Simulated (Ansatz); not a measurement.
Reaction (ligand exchange at a Zr–Cl bond): `C[N](C)[Zr]([NH2])([F])[Cl]` + `O[SiH3]` → `C[N](C)[Zr]([NH2])([F])[O][SiH3]` + HCl

Computed with Ansatz on PBE0-D4/def2-TZVP structures; ΔE is electronic, products minus reactants. CCSD(T)/CBS adds triple-zeta CCSD(T) − MP2 to the extrapolated MP2 energy (def2 sets, frozen cores). This one scheme is used for every species. DFT in def2-TZVPP. def2 core potentials past Kr. For Zr outer-core shells are correlated without core-valence functions, which leaves a few kJ/mol of doubt a bond. One conformer a species, not always the lowest.

`C[N](C)[Zr]([NH2])([F])[Cl]`:

Cartesian coordinates in Å:
```
C 0.469 -0.901 -1.403
N -0.327 -0.338 -0.344
C -1.706 -0.772 -0.372
Zr 0.071 0.896 1.186
N 1.975 1.529 0.957
F -1.173 2.351 1.097
Cl -0.152 -0.397 3.175
H 0.494 -1.998 -1.346
H 1.494 -0.532 -1.345
H 0.067 -0.633 -2.390
H -1.791 -1.860 -0.254
H -2.203 -0.485 -1.309
H -2.283 -0.319 0.446
H 2.792 1.016 1.263
H 2.270 2.443 0.639
```

`O[SiH3]`:

```xyz
6

O     0.871   -0.180    0.923
Si   -0.330    0.152   -0.155
H     1.575   -0.766    0.642
H     0.198    0.810   -1.382
H    -1.262    1.066    0.544
H    -1.051   -1.082   -0.572
```

`C[N](C)[Zr]([NH2])([F])[O][SiH3]`:

Z-matrix (Å, degrees):
```
Zr
N 1 2.033
N 1 2.022 2 107.5
C 1 3.186 2 88.3 3 0.5
F 1 1.928 2 112.0 3 -117.5
Si 1 3.565 2 114.7 3 112.2
C 1 2.917 2 134.5 3 -0.4
O 1 1.957 2 110.7 3 116.9
H 2 1.011 1 125.8 3 -96.1
H 2 1.012 1 125.4 3 93.2
H 4 1.100 1 123.2 2 -106.4
H 4 1.100 1 122.3 2 107.4
H 4 1.091 1 82.9 2 0.5
H 6 1.489 1 104.1 2 -160.2
H 6 1.488 1 110.1 2 -44.0
H 6 1.487 1 116.3 2 80.2
H 7 1.099 1 125.7 2 -80.5
H 7 1.099 1 71.8 2 -178.3
H 7 1.099 1 124.7 2 83.5
```

HCl:

Cartesian coordinates in Å:
```
Cl -0.521 -0.364 0.073
H 0.521 0.364 -0.073
```

```tsv
species	r2SCAN0-D4 energy (Eh)
`C[N](C)[Zr]([NH2])([F])[Cl]`	-797.78155
`O[SiH3]`	-367.11759
`C[N](C)[Zr]([NH2])([F])[O][SiH3]`	-704.10753
HCl	-460.78281
```

Question: Work out ΔE.

Answer: ΔE = (-704.10753) + (-460.78281) − (-797.78155) − (-367.11759) = 0.00880 Eh = +23.1 kJ/mol. CCSD(T)/CBS gives +16.0 kJ/mol.

Largest T1 diagnostic among the species: 0.016.

Leaving LDA and LC-ωPBE aside and taking each functional with its dispersion term where it has one, the values, not all of them listed here, spread over 10.8 kJ/mol, from CAM-B3LYP-D4 to r2SCAN0-D4. At CCSD(T), def2-SVP lies −14.8 kJ/mol from the extrapolated value and def2-TZVPP −3.3 kJ/mol.
